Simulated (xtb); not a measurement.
F₄S, SMILES FS(F)(F)F. All values are semi-empirical tight-binding results from xtb (GFN2-xTB unless named), good for trends rather than for accurate numbers. Coordinates come from a GFN2-xTB optimisation.

| Quantity | Value |
|---|---|
| point group as xtb finds it | C2v |
| orbital gap | 6.27 eV |
| zero-point energy | 5.9 kcal/mol |
| G − E(el) at 298.15 K (modified RRHO) | -12.1 kcal/mol |
| static polarisability (D4 model) | 33.5 bohr³ |
| solvation energy, GFN2-xTB/ALPB(water) | -18.9 kcal/mol |
| solvation energy, GFN2-xTB/ALPB(ch2cl2) | -9.8 kcal/mol |
